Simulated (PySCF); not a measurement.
Species: C6H7F.
Atom-mapped SMILES: `[CH2:1]=[CH:2][C:3](=[CH2:4])[C:5](=[CH2:6])[F:7]` (hydrogens: H8, H9 on C1; H10 on C2; H11, H12 on C4; H13, H14 on C6)

The same species was optimised twice, with GFN2-xTB and with PBE0-D3(BJ)/def2-SVP (PySCF), and the same property calculations (PySCF, gas phase) were run on both structures.

```json
{"coordinate": "C5–F7 (Å)", "GFN2-xTB": "1.357", "PBE0-D3(BJ)/def2-SVP": "1.340", "change": "-0.017"}
{"coordinate": "C1=C2 (Å)", "GFN2-xTB": "1.326", "PBE0-D3(BJ)/def2-SVP": "1.338", "change": "+0.012"}
{"coordinate": "C3=C4 (Å)", "GFN2-xTB": "1.338", "PBE0-D3(BJ)/def2-SVP": "1.348", "change": "+0.010"}
{"coordinate": "C5=C6 (Å)", "GFN2-xTB": "1.325", "PBE0-D3(BJ)/def2-SVP": "1.335", "change": "+0.010"}
{"coordinate": "C2–C3 (Å)", "GFN2-xTB": "1.462", "PBE0-D3(BJ)/def2-SVP": "1.471", "change": "+0.009"}
{"coordinate": "C3–C5 (Å)", "GFN2-xTB": "1.467", "PBE0-D3(BJ)/def2-SVP": "1.474", "change": "+0.007"}
{"coordinate": "C1–C2–C3 (°)", "GFN2-xTB": "125.8", "PBE0-D3(BJ)/def2-SVP": "128.0", "change": "+2.2"}
{"coordinate": "C2–C3–C5 (°)", "GFN2-xTB": "119.5", "PBE0-D3(BJ)/def2-SVP": "121.7", "change": "+2.2"}
{"coordinate": "C2–C3–C4 (°)", "GFN2-xTB": "120.7", "PBE0-D3(BJ)/def2-SVP": "119.6", "change": "-1.1"}
{"coordinate": "C4–C3–C5 (°)", "GFN2-xTB": "119.8", "PBE0-D3(BJ)/def2-SVP": "118.8", "change": "-1.0"}
{"coordinate": "C3–C5–F7 (°)", "GFN2-xTB": "113.8", "PBE0-D3(BJ)/def2-SVP": "113.0", "change": "-0.8"}
{"coordinate": "C3–C5–C6 (°)", "GFN2-xTB": "127.9", "PBE0-D3(BJ)/def2-SVP": "128.6", "change": "+0.7"}
{"coordinate": "C6–C5–F7 (°)", "GFN2-xTB": "118.2", "PBE0-D3(BJ)/def2-SVP": "118.3", "change": "+0.1"}
{"coordinate": "C1–C2–C3–C4 (°)", "GFN2-xTB": "-153", "PBE0-D3(BJ)/def2-SVP": "-155", "change": "-2"}
{"coordinate": "C2–C3–C5–C6 (°)", "GFN2-xTB": "31", "PBE0-D3(BJ)/def2-SVP": "22", "change": "-9"}
```

Rotational constants: A = 3794, B = 2383, C = 1593 MHz (GFN2-xTB) against A = 3894, B = 2328, C = 1527 MHz (PBE0-D3(BJ)/def2-SVP). Point groups within 0.08 Å: C1 and C1.

On the GFN2-xTB structure: lowest singlet, TDDFT (eV) 5.14 [PBE0/def2-SVPD]; lowest triplet, Tamm–Dancoff (eV) 2.96 [PBE0/def2-SVPD]; isotropic polarisability (au) 76.3 [PBE0/def2-SVPD]; HOMO (eV) -6.81 [PBE0/def2-SVPD]; LUMO (eV) -1.31 [PBE0/def2-SVPD]; dipole (D) 1.55 [PBE0/def2-SVPD]; HOMO (eV) -6.78 [PBE0/pcSseg-1]; LUMO (eV) -1.25 [PBE0/pcSseg-1]; dipole (D) 1.53 [PBE0/pcSseg-1]; GIAO shielding of C1 (ppm) 59.7 [PBE0/pcSseg-1]; GIAO shielding of C2 (ppm) 42.6 [PBE0/pcSseg-1]; GIAO shielding of C3 (ppm) 39.7 [PBE0/pcSseg-1]; GIAO shielding of C4 (ppm) 62.6 [PBE0/pcSseg-1]; GIAO shielding of C5 (ppm) 14.1 [PBE0/pcSseg-1]; GIAO shielding of C6 (ppm) 85.6 [PBE0/pcSseg-1]; GIAO shielding of F7 (ppm) 271.4 [PBE0/pcSseg-1].

Question: What do these properties become on the PBE0-D3(BJ)/def2-SVP structure?

Answer: 
```json
{"property": "lowest singlet, TDDFT (eV)", "level": "PBE0/def2-SVPD", "on GFN2-xTB": "5.14", "on PBE0-D3(BJ)/def2-SVP": "5.11", "change": "-0.03"}
{"property": "lowest triplet, Tamm–Dancoff (eV)", "level": "PBE0/def2-SVPD", "on GFN2-xTB": "2.96", "on PBE0-D3(BJ)/def2-SVP": "2.86", "change": "-0.10"}
{"property": "isotropic polarisability (au)", "level": "PBE0/def2-SVPD", "on GFN2-xTB": "76.3", "on PBE0-D3(BJ)/def2-SVP": "78.2", "change": "+1.9"}
{"property": "HOMO (eV)", "level": "PBE0/def2-SVPD", "on GFN2-xTB": "-6.81", "on PBE0-D3(BJ)/def2-SVP": "-6.81", "change": "0.00"}
{"property": "LUMO (eV)", "level": "PBE0/def2-SVPD", "on GFN2-xTB": "-1.31", "on PBE0-D3(BJ)/def2-SVP": "-1.41", "change": "-0.10"}
{"property": "dipole (D)", "level": "PBE0/def2-SVPD", "on GFN2-xTB": "1.55", "on PBE0-D3(BJ)/def2-SVP": "1.38", "change": "-0.17"}
{"property": "energy, GFN2-xTB geometry as zero (kcal/mol)", "level": "PBE0/def2-SVPD", "on GFN2-xTB": "0.0", "on PBE0-D3(BJ)/def2-SVP": "-1.3", "change": "-1.3"}
{"property": "HOMO (eV)", "level": "PBE0/pcSseg-1", "on GFN2-xTB": "-6.78", "on PBE0-D3(BJ)/def2-SVP": "-6.79", "change": "-0.01"}
{"property": "LUMO (eV)", "level": "PBE0/pcSseg-1", "on GFN2-xTB": "-1.25", "on PBE0-D3(BJ)/def2-SVP": "-1.36", "change": "-0.11"}
{"property": "dipole (D)", "level": "PBE0/pcSseg-1", "on GFN2-xTB": "1.53", "on PBE0-D3(BJ)/def2-SVP": "1.38", "change": "-0.15"}
{"property": "energy, GFN2-xTB geometry as zero (kcal/mol)", "level": "PBE0/pcSseg-1", "on GFN2-xTB": "0.0", "on PBE0-D3(BJ)/def2-SVP": "-0.7", "change": "-0.7"}
{"property": "GIAO shielding of C1 (ppm)", "level": "PBE0/pcSseg-1", "on GFN2-xTB": "59.7", "on PBE0-D3(BJ)/def2-SVP": "58.4", "change": "-1.3"}
{"property": "GIAO shielding of C2 (ppm)", "level": "PBE0/pcSseg-1", "on GFN2-xTB": "42.6", "on PBE0-D3(BJ)/def2-SVP": "40.5", "change": "-2.1"}
{"property": "GIAO shielding of C3 (ppm)", "level": "PBE0/pcSseg-1", "on GFN2-xTB": "39.7", "on PBE0-D3(BJ)/def2-SVP": "39.1", "change": "-0.6"}
{"property": "GIAO shielding of C4 (ppm)", "level": "PBE0/pcSseg-1", "on GFN2-xTB": "62.6", "on PBE0-D3(BJ)/def2-SVP": "57.8", "change": "-4.8"}
{"property": "GIAO shielding of C5 (ppm)", "level": "PBE0/pcSseg-1", "on GFN2-xTB": "14.1", "on PBE0-D3(BJ)/def2-SVP": "15.4", "change": "+1.3"}
{"property": "GIAO shielding of C6 (ppm)", "level": "PBE0/pcSseg-1", "on GFN2-xTB": "85.6", "on PBE0-D3(BJ)/def2-SVP": "84.9", "change": "-0.7"}
{"property": "GIAO shielding of F7 (ppm)", "level": "PBE0/pcSseg-1", "on GFN2-xTB": "271.4", "on PBE0-D3(BJ)/def2-SVP": "277.8", "change": "+6.4"}
```

The heavy atoms differ by 0.102 Å rms after alignment (one structure mirrored). Among bonds between heavy atoms C5–F7 changes most (-0.017 Å). Changes are differences of the printed values. Neither structure is proved a minimum here.

Shape of the structure used: `[CH2:1]=[CH:2][C:3](=[CH2:4])[C:5](=[CH2:6])[F:7]`: C1–C2–C3–C4 -155°, C2–C3–C5–C6 22°.
